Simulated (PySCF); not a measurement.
Al(Cl)(vinyl)(OH) (C2H4AlClO), SMILES C=[CH][Al]([OH])[Cl]. Atoms are numbered in the order given.

```xyz
9

Al    -0.1950     0.0417     0.0000
Cl     0.5346     2.0213     0.0000
C      0.9655    -1.4943     0.0000
C      0.4443    -2.7364     0.0000
H      2.0620    -1.4095     0.0000
H      1.0705    -3.6395     0.0000
H     -0.6399    -2.9100     0.0000
O     -1.8671    -0.2463     0.0000
H     -2.5682     0.4100     0.0000
```

Geometry: r2SCAN-D4/def2-SVP. The structure was generated by enumeration; whether it is a known compound was not checked. One conformer was computed; it need not be the lowest.

All values below come from ωB97X/def2-TZVP (PySCF).

The molecule is in vacuum.

**Question.** Estimate the frontier levels, gap, dipole moment and polarisability. (The exact figures need the calculation; the answer reports its results.)

**Answer.** 
```json
{
  "highest_occupied_level": "-10.56 eV",
  "lowest_empty_level": "0.85 eV",
  "orbital_gap": "11.41 eV",
  "dipole_moment": "1.01 D",
  "quadrupole, principal values (traceless, Buckingham form, about the centre of nuclear charge)": "-7.15, -0.23, 7.38 D·Å",
  "mean_static_polarisability": "60.8 bohr³ (9.01 Å³)",
  "polarisability_principal_values": "43.3, 56.8, 82.2 bohr³"
}
```
